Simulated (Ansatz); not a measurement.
A nudged elastic band was laid between two geometries of ClF4H2STa (9 atoms, charge 0, multiplicity 1).

Computed with RKS B3LYP/def2-SVP in Ansatz 0.2.0.

```json
{
  "movable images": "7",
  "climbing image": "yes",
  "spring": "20.0 eV/Å²",
  "optimiser": "quadratic models (default)",
  "start path": "through a guess of the saddle point",
  "force threshold": "0.03 eV/Å",
  "iteration limit": "60",
  "end points": "relaxed"
}
```

Image 0:

```xyz
9
Properties=species:S:1:pos:R:3
Ta -0.007 0.056 0.137
Cl 2.293 0.571 0.016
F 0.031 0.434 1.986
F 0.192 -1.008 -1.415
F -0.685 1.637 -0.564
F -1.661 -0.817 0.417
S 0.836 -2.458 1.286
H 0.935 -3.134 0.116
H 2.167 -2.218 1.344
```

Image 8:

```xyz
9
Properties=species:S:1:pos:R:3
Ta -0.426 -0.091 0.222
Cl 3.601 -1.188 -0.157
F 0.246 0.988 1.614
F 0.651 0.748 -1.048
F -2.183 0.474 0.484
F -0.942 -1.424 -1.015
S 0.338 -1.890 1.642
H -0.012 -2.899 0.808
H 2.828 -1.654 0.773
```

(1) What changes between the two ends?

(2) Give the energies along the band, and the barrier.

(3) What is the geometry of the highest image?

Results:

(1) Bonds broken: Ta1–Cl2, S7–H9. Bonds formed: Cl2–H9. ClF4H2STa becomes ClH + F4HSTa.

(2) The run converged. The highest image is number 6 of 0 to 8, 0.94 eV above the first end and 0.11 eV above the last; the last end lies 0.82 eV above the first. The profile has 3 maxima (images 2, 4, 6) with wells between them (images 3, 5): this band takes more than one step, which may be the mechanism or a detour left from its start path. Another band between the same ends (7 images) ends at a top of the same energy, where a vibrational analysis finds 1 clearly imaginary mode. The orbitals stay closed-shell, which can raise the energy where a bond breaks towards radicals; this wasn't checked here.

| image | path coordinate (Å) | energy (eV) | Ta1–Cl2 (Å) | S7–H9 (Å) | Cl2–H9 (Å) |
| --- | --- | --- | --- | --- | --- |
| 0 | 0.00 | 0.00 | 2.36 | 1.35 | 3.09 |
| 1 | 1.45 | 0.27 | 2.35 | 1.35 | 3.06 |
| 2 | 2.90 | 0.44 | 2.37 | 1.35 | 3.02 |
| 3 | 4.35 | 0.12 | 2.37 | 1.35 | 3.15 |
| 4 | 5.80 | 0.15 | 2.35 | 1.35 | 3.50 |
| 5 | 7.25 | 0.00 | 2.36 | 1.35 | 2.93 |
| 6 | 8.69 | 0.94 | 2.71 | 1.78 | 1.48 |
| 7 | 9.91 | 0.82 | 3.14 | 3.01 | 1.30 |
| 8 | 11.12 | 0.82 | 4.19 | 2.65 | 1.30 |

(3) 
```xyz
9
Properties=species:S:1:pos:R:3:forces:R:3
Ta 0.007 -0.130 0.100 0.00 0.00 0.00
Cl 2.576 -0.903 -0.252 0.00 0.00 0.00
F 0.682 0.937 1.497 0.00 0.00 0.00
F 0.498 0.997 -1.307 0.00 0.00 0.00
F -1.757 0.366 0.404 0.00 0.00 0.00
F -0.473 -1.606 -0.972 0.00 0.00 0.00
S 0.502 -1.950 1.862 0.00 0.00 0.00
H 0.115 -3.014 1.117 0.00 0.00 0.00
H 1.951 -1.635 0.875 0.00 0.00 0.00
```

The run took 11 min on 4 threads of Arm Neoverse V2, on a shared host, peak memory 0.39 GiB.
